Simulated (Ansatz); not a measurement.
**A relaxation, step by step**

InH₅O₃, singlet, PBE0-D4/def2-TZVP (Ansatz 0.2.0). Settings:

```yaml
hamiltonian: {xc: pbe0, dispersion: d4}
relax: {f_tol: 0.005, max_steps: 200}
```

Start, a step off a saddle point along its unstable mode:

In1  (0.991, 0.730, 1.364)
O2  (-0.376, 1.047, -0.721)
O3  (-0.753, -0.587, 0.893)
O4  (1.513, -0.929, -0.499)
H5  (-0.776, 0.451, -0.212)
H6  (1.136, -0.378, -1.200)
H7  (-0.935, 1.816, -0.874)
H8  (-1.537, -0.730, 1.425)
H9  (0.738, -1.420, -0.175)
(Å)

```json
{"step": "1", "energy less the last (meV)": "603.3", "largest force component (eV/Å)": "6.062"}
{"step": "2", "energy less the last (meV)": "58.6", "largest force component (eV/Å)": "0.901"}
{"step": "3", "energy less the last (meV)": "56.7", "largest force component (eV/Å)": "0.512"}
{"step": "4 (rejected trial)", "energy less the last (meV)": "66.7", "largest force component (eV/Å)": "1.128"}
{"step": "5", "energy less the last (meV)": "7.4", "largest force component (eV/Å)": "0.106"}
{"step": "6", "energy less the last (meV)": "2.8", "largest force component (eV/Å)": "0.076"}
{"step": "7 (rejected trial)", "energy less the last (meV)": "3.9", "largest force component (eV/Å)": "0.100"}
{"step": "8", "energy less the last (meV)": "0.9", "largest force component (eV/Å)": "0.041"}
{"step": "9", "energy less the last (meV)": "0.2", "largest force component (eV/Å)": "0.023"}
{"step": "10", "energy less the last (meV)": "0.0", "largest force component (eV/Å)": "0.009"}
{"step": "11", "energy less the last (meV)": "0.0", "largest force component (eV/Å)": "0.005"}
```

Step 2, positions (Å) and forces (eV/Å):

```
atom       x       y       z      Fx      Fy      Fz
 In1   0.986   0.673   1.425  -0.002  -0.104   0.177
  O2  -0.384   1.156  -0.799   0.682   0.901  -0.834
  O3  -0.733  -0.607   0.927  -0.249  -0.150   0.394
  O4   1.496  -0.988  -0.455  -0.564   0.288  -0.461
  H5  -0.823   0.472  -0.257  -0.833  -0.603   0.481
  H6   1.255  -0.371  -1.176   0.189  -0.457   0.397
  H7  -0.982   1.884  -0.990   0.014  -0.200   0.110
  H8  -1.443  -0.828   1.544   0.384   0.098  -0.299
  H9   0.628  -1.392  -0.218   0.380   0.227   0.036
```

Step 3, positions (Å) and forces (eV/Å):

```json
{"atom": "In1", "x": "0.997", "y": "0.623", "z": "1.557", "Fx": "-0.192", "Fy": "-0.194", "Fz": "-0.290"}
{"atom": "O2", "x": "-0.408", "y": "1.135", "z": "-0.816", "Fx": "0.066", "Fy": "0.512", "Fz": "-0.246"}
{"atom": "O3", "x": "-0.739", "y": "-0.576", "z": "0.939", "Fx": "0.009", "Fy": "-0.050", "Fz": "0.351"}
{"atom": "O4", "x": "1.519", "y": "-0.950", "z": "-0.470", "Fx": "-0.195", "Fy": "-0.048", "Fz": "-0.167"}
{"atom": "H5", "x": "-0.908", "y": "0.548", "z": "-0.192", "Fx": "0.008", "Fy": "-0.365", "Fz": "-0.001"}
{"atom": "H6", "x": "1.300", "y": "-0.469", "z": "-1.282", "Fx": "0.103", "Fy": "0.059", "Fz": "0.254"}
{"atom": "H7", "x": "-0.979", "y": "1.869", "z": "-1.051", "Fx": "0.043", "Fy": "0.031", "Fz": "-0.023"}
{"atom": "H8", "x": "-1.440", "y": "-0.836", "z": "1.540", "Fx": "0.116", "Fy": "-0.020", "Fz": "-0.004"}
{"atom": "H9", "x": "0.659", "y": "-1.342", "z": "-0.225", "Fx": "0.043", "Fy": "0.074", "Fz": "0.124"}
```

Step 8, positions (Å) and forces (eV/Å):

```json
{"atom": "In1", "x": "0.986", "y": "0.641", "z": "1.479", "Fx": "-0.004", "Fy": "0.003", "Fz": "0.004"}
{"atom": "O2", "x": "-0.387", "y": "1.181", "z": "-0.868", "Fx": "-0.021", "Fy": "0.004", "Fz": "0.025"}
{"atom": "O3", "x": "-0.722", "y": "-0.597", "z": "0.940", "Fx": "0.012", "Fy": "-0.027", "Fz": "0.014"}
{"atom": "O4", "x": "1.467", "y": "-0.987", "z": "-0.439", "Fx": "0.022", "Fy": "-0.013", "Fz": "0.018"}
{"atom": "H5", "x": "-0.892", "y": "0.522", "z": "-0.325", "Fx": "0.005", "Fy": "0.041", "Fz": "-0.020"}
{"atom": "H6", "x": "1.263", "y": "-0.439", "z": "-1.206", "Fx": "-0.001", "Fy": "0.002", "Fz": "-0.024"}
{"atom": "H7", "x": "-0.955", "y": "1.941", "z": "-1.012", "Fx": "0.007", "Fy": "-0.036", "Fz": "0.000"}
{"atom": "H8", "x": "-1.349", "y": "-0.957", "z": "1.568", "Fx": "-0.006", "Fy": "0.015", "Fz": "-0.005"}
{"atom": "H9", "x": "0.590", "y": "-1.304", "z": "-0.136", "Fx": "-0.015", "Fy": "0.010", "Fz": "-0.010"}
```

Last step (11):

In1  (0.987, 0.639, 1.483)
O2  (-0.391, 1.195, -0.854)
O3  (-0.715, -0.605, 0.940)
O4  (1.470, -0.993, -0.435)
H5  (-0.894, 0.531, -0.319)
H6  (1.288, -0.460, -1.218)
H7  (-0.974, 1.939, -1.020)
H8  (-1.354, -0.950, 1.565)
H9  (0.583, -1.296, -0.141)
(Å)

The run took about 25 s on 4 CPU threads of an Arm Neoverse V2 (shared host).
